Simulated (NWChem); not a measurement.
# Ionisation of C4H6Si

```xyz
11

C     -2.8737     0.5677     0.9116
C     -2.1477    -0.2255     0.1042
C     -0.7321    -0.1602    -0.0388
C      0.4828    -0.1275    -0.1820
Si     2.3019    -0.0698    -0.3882
H     -2.4051     1.3383     1.5293
H     -3.9595     0.4603     0.9705
H     -2.6561    -0.9874    -0.5003
H      2.9700    -0.3479     0.9154
H      2.7169     1.2799    -0.8666
H      2.7317    -1.0927    -1.3836
```
Charge 0, spin multiplicity 1.

All runs are NWChem calculations. All single points use one geometry, from B3LYP/def2-SVP, a minimum by its harmonic frequencies. It is one conformer; others weren't searched.

Basis set: def2-TZVP. −ε marks an orbital energy of the parent.

B3LYP has NWChem's definition, with VWN1-RPA local correlation. The structure started from a generated list of species.

**Question.** One of these methods gave a first vertical ionisation energy of 9.37 eV. Which?
A. −ε(HOMO) of HF
B. −ε(HOMO) of B3LYP
C. −ε(HOMO) of PBE
D. G0W0@PBE

**Answer.** A, −ε(HOMO) of HF. The others give 8.81 (G0W0@PBE), 6.98 (−ε(HOMO) of B3LYP), 6.19 (−ε(HOMO) of PBE).
